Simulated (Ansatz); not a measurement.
`FC(I)[SiH2]Cl`. Total charge 0; spin multiplicity 1. I: def2 effective core potential.

Cartesian coordinates in Å:
```
F -1.0236 -1.6398 -0.4506
C -0.6978 -0.5619 0.3296
I 0.1427 -1.2362 2.1912
Si 0.5572 0.5308 -0.5801
Cl 0.7767 2.2599 0.4886
H -1.6150 -0.0444 0.6155
H 1.8503 -0.1763 -0.6794
H 0.0095 0.8680 -1.9148
```

List the harmonic frequencies (cm⁻¹, unscaled) at PBE0-D4/def2-TZVP in Ansatz. (Best estimate.)

The calculation gave: 54, 92, 185, 247, 310, 466, 565, 622, 702, 767, 838, 942, 1049, 1124, 1309, 2248, 2278, 3113.

Is this a minimum?

Yes, all 18 modes are real.

Give the ideal-gas thermochemistry at 298.15 K and 1 bar (rigid rotor, harmonic oscillator; point group C1, symmetry number 1).

Zero-point energy 101.2 kJ/mol; H(298) − E = 121.6 kJ/mol; entropy 369.3 J/(mol·K), of which translation 176.4, rotation 124.6, vibration 68.3; G(298) − E = 11.5 kJ/mol. Modes under 100 cm⁻¹ are hindered rotations or soft bends, so the harmonic entropy is rough.

Rotational constants (cm⁻¹)?

0.08008, 0.02968, 0.02271.
